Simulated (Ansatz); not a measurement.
**Nudged elastic band run: GaH$_{5}$S**

The input (input.yaml):

```yaml
crystal:
  periodic: [false, false, false]
  atoms:
    - { symbol: Ga, position_ang: [-0.0446, 0.093518, -0.013797] }
    - { symbol: H, position_ang: [-0.564102, 0.534758, 1.409851] }
    - { symbol: H, position_ang: [1.486281, 0.257574, -0.348936] }
    - { symbol: H, position_ang: [-1.083614, -0.053632, -1.189617] }
    - { symbol: S, position_ang: [0.09676, -2.481438, 0.485871] }
    - { symbol: H, position_ang: [-1.117884, -2.619787, 1.062517] }
    - { symbol: H, position_ang: [0.727759, -2.395893, 1.677912] }
basis:
  gaussian: { orbitals: def2-SVP }
hamiltonian:
  xc: pbe0
  dispersion: d4
neb:
  order_check: false
  images: 6
  f_tol: 0.03
  max_iterations: 60
  climbing: false
  final_atoms:
    - { symbol: Ga, position_ang: [0.10085198, -0.69940102, -0.35458422] }
    - { symbol: H, position_ang: [0.05079055, 0.37201438, 2.11234756] }
    - { symbol: H, position_ang: [1.48634014, 9.993e-05, -0.51343938] }
    - { symbol: H, position_ang: [-1.30563051, -0.03964758, -0.52315737] }
    - { symbol: S, position_ang: [0.19329268, -2.86898004, 0.05525967] }
    - { symbol: H, position_ang: [-1.14522187, -3.05083258, 0.06992559] }
    - { symbol: H, position_ang: [0.12017703, -0.37815309, 2.23744914] }
  initial_path:
    images:
      - { positions_ang: [[-0.0446, 0.093518, -0.013797], [-0.564102, 0.534758, 1.409851], [1.486281, 0.257574, -0.348936], [-1.083614, -0.053632, -1.189617], [0.09676, -2.481438, 0.485871], [-1.117884, -2.619787, 1.062517], [0.727759, -2.395893, 1.677912]] }
      - { positions_ang: [[-0.01252527, 0.06022419, -0.01894852], [-0.39895638, 0.39617541, 1.54590544], [1.4748851, 0.14669601, -0.47066297], [-1.1360435, -0.03116373, -1.09456403], [0.07202358, -2.46651728, 0.59536788], [-1.01821428, -2.79320208, 0.76535919], [0.51943075, -1.97711252, 1.76134401]] }
      - { positions_ang: [[0.01954946, 0.02693037, -0.02410005], [-0.23381076, 0.25759281, 1.68195987], [1.46348919, 0.03581801, -0.59238995], [-1.188473, -0.00869545, -0.99951106], [0.04728717, -2.45159656, 0.70486476], [-0.91854456, -2.96661716, 0.46820139], [0.3111025, -1.55833203, 1.84477603]] }
      - { positions_ang: [[0.05162419, -0.00636344, -0.02925157], [-0.06866514, 0.11901022, 1.81801431], [1.45209329, -0.07505998, -0.71411692], [-1.24090249, 0.01377282, -0.90445809], [0.02255075, -2.43667583, 0.81436165], [-0.81887485, -3.14003223, 0.17104358], [0.10277425, -1.13955155, 1.92820804]] }
      - { positions_ang: [[0.07240304, -0.11963759, -0.07793546], [0.01917666, 0.09576113, 1.91837096], [1.45210174, -0.11184199, -0.7376174], [-1.27261914, 0.01577059, -0.80924957], [0.03634114, -2.49203898, 0.75284574], [-0.82278026, -3.20161017, 0.02924481], [0.01597682, -0.85130299, 2.00814192]] }
      - { positions_ang: [[0.08188602, -0.31289206, -0.17015171], [0.02971462, 0.18784555, 1.98302983], [1.46351454, -0.07452802, -0.66289139], [-1.28362293, -0.00270213, -0.71388551], [0.08865832, -2.617686, 0.52031705], [-0.9302608, -3.15135098, 0.04280507], [0.05071023, -0.69358635, 2.08457766]] }
      - { positions_ang: [[0.091369, -0.50614654, -0.26236796], [0.04025258, 0.27992996, 2.0476887], [1.47492734, -0.03721404, -0.58816539], [-1.29462672, -0.02117486, -0.61852144], [0.1409755, -2.74333302, 0.28778836], [-1.03774133, -3.10109178, 0.05636533], [0.08544363, -0.53586972, 2.1610134]] }
      - { positions_ang: [[0.10085198, -0.69940102, -0.35458422], [0.05079055, 0.37201438, 2.11234756], [1.48634014, 9.993e-05, -0.51343938], [-1.30563051, -0.03964758, -0.52315737], [0.19329268, -2.86898004, 0.05525967], [-1.14522187, -3.05083258, 0.06992559], [0.12017703, -0.37815309, 2.23744914]] }
```

Run as:

```bash
$ ansatz run input.yaml --threads 2 --pin off --max-ram 3072MiB --backend cpu --events-out ev --progress --plain --runs-dir out
```

Output, in part (warnings, iteration lines, the closing report on the highest movable image, with atoms numbered from 0):

```
NEB end point (image 0): max|allowed force component| = 1.423e-2 eV/Å (the criterion of neb.relax_end_points is 1.000e-2)
NEB end point (image 7): max|allowed force component| = 1.061e-2 eV/Å (the criterion of neb.relax_end_points is 1.000e-2)
NEB iter   1: max|band force component| = 1.263e1 eV/Å  barrier→ = 2.3405 eV  barrier← = 2.6737 eV  Δτ_max = 0.2000 Å  (180 SCF iters)
NEB iter   2: max|band force component| = 4.788e0 eV/Å  barrier→ = 1.1647 eV  barrier← = 1.4979 eV  Δτ_max = 0.2000 Å  (155 SCF iters)
NEB iter   3: max|band force component| = 1.692e0 eV/Å  barrier→ = 0.7133 eV  barrier← = 1.0465 eV  Δτ_max = 0.2000 Å  (155 SCF iters)
NEB iter   4: max|band force component| = 1.090e0 eV/Å  barrier→ = 0.6646 eV  barrier← = 0.9978 eV  Δτ_max = 0.1667 Å  (153 SCF iters)
NEB iter   5: max|band force component| = 5.979e-1 eV/Å  barrier→ = 0.6747 eV  barrier← = 1.0079 eV  Δτ_max = 0.0582 Å  (145 SCF iters)
NEB iter   6: max|band force component| = 2.626e-1 eV/Å  barrier→ = 0.6673 eV  barrier← = 1.0005 eV  Δτ_max = 0.0299 Å  (137 SCF iters)
NEB iter   7: max|band force component| = 5.491e-2 eV/Å  barrier→ = 0.6658 eV  barrier← = 0.9990 eV  Δτ_max = 0.0243 Å  (129 SCF iters)
NEB iter   8: max|band force component| = 3.840e-2 eV/Å  barrier→ = 0.6641 eV  barrier← = 0.9973 eV  Δτ_max = 0.0474 Å  (124 SCF iters)
NEB iter   9: max|band force component| = 5.458e-2 eV/Å  barrier→ = 0.6574 eV  barrier← = 0.9906 eV  Δτ_max = 0.0237 Å  (128 SCF iters)
NEB iter  10: max|band force component| = 4.319e-2 eV/Å  barrier→ = 0.6496 eV  barrier← = 0.9828 eV  Δτ_max = 0.0231 Å  (132 SCF iters)
NEB iter  11: max|band force component| = 1.987e-2 eV/Å  barrier→ = 0.6404 eV  barrier← = 0.9736 eV  Δτ_max = 0.0000 Å  (264 SCF iters)
Total energy: -63272.82967961 eV, -2325.2336028612 hartree
Atom 0 at     0.102192    -0.263462    -0.113893 Å, force     0.052608    -0.280065    -0.147225 eV/Å
Atom 1 at    -0.095885    -0.116809     1.636988 Å, force     0.002726    -0.167982     0.117533 eV/Å
Atom 2 at     1.541182     0.229414    -0.439138 Å, force    -0.007217     0.003481     0.079539 eV/Å
Atom 3 at    -1.269587     0.012255    -0.793919 Å, force    -0.030106     0.015920     0.084887 eV/Å
Atom 4 at     0.263655    -2.590356     0.628245 Å, force     0.011337    -0.038849    -0.137168 eV/Å
Atom 5 at    -1.071538    -2.801432     0.620824 Å, force     0.007727     0.001678    -0.025211 eV/Å
Atom 6 at     0.030581    -1.134511     1.544695 Å, force    -0.037076     0.465817     0.027644 eV/Å
Dipole moment:    -0.212585     0.103513     0.045478 e Å
```

The run converged. No image climbed, so the highest image needn't sit at the top of the path. The orbitals stay closed-shell, which can raise the energy where a bond breaks towards radicals; this wasn't checked here.

Final band (atoms are numbered from 1 in the order of the input):

```
image  path coordinate (Å)  energy (kJ/mol)  Ga1–H2 (Å)  S5–H7 (Å)  H2–H7 (Å)
    0                 0.00              0.0        1.58       1.35       3.21
    1                 0.58              0.8        1.58       1.35       3.01
    2                 1.15              7.3        1.58       1.35       2.40
    3                 1.73             28.6        1.61       1.38       1.71
    4                 2.31             61.8        1.77       1.74       1.03
    5                 2.89             -6.4        2.13       2.32       0.79
    6                 3.47            -28.8        2.46       2.83       0.77
    7                 4.04            -32.2        2.69       3.31       0.76
```

The run took 100 s on 2 threads of Intel(R) Xeon(R) Platinum 8259CL CPU @ 2.50GHz (Skylake/Cascade Lake) (shared host), peak memory 0.21 GiB.
